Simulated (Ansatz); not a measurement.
Mulliken charges of `[OH][W](=[S])(=[S])[Cl]` from PBE/def2-TZVPP in Ansatz (PBE0-D4/def2-TZVP geometry).

```tsv
atom	x (Å)	y (Å)	z (Å)	charge (e)
O1	-0.718	1.279	0.361	-0.313
W2	0.297	-0.212	-0.102	0.592
S3	2.197	-0.038	0.818	-0.167
S4	-0.651	-1.971	0.595	-0.164
Cl5	0.560	-0.352	-2.335	-0.173
H6	-1.644	1.230	0.615	0.225
```

Question: By hand: the dipole of these point charges (1 e Å = 4.8032 D).

Answer: Σ q r = (-0.326, 0.141, 0.135) e Å, of length 0.380 e Å = 1.83 D.

Question: How does the dipole of the full density compare? (Best estimate.)

Answer: The calculation gave: (-0.465, 0.238, -0.011) e Å, 2.51 D; the point charges give 0.73 times that, at 22° from its direction.

Point charges leave out the atoms' own dipoles, such as those of lone pairs, and Mulliken's split depends on the basis, so the two needn't agree.
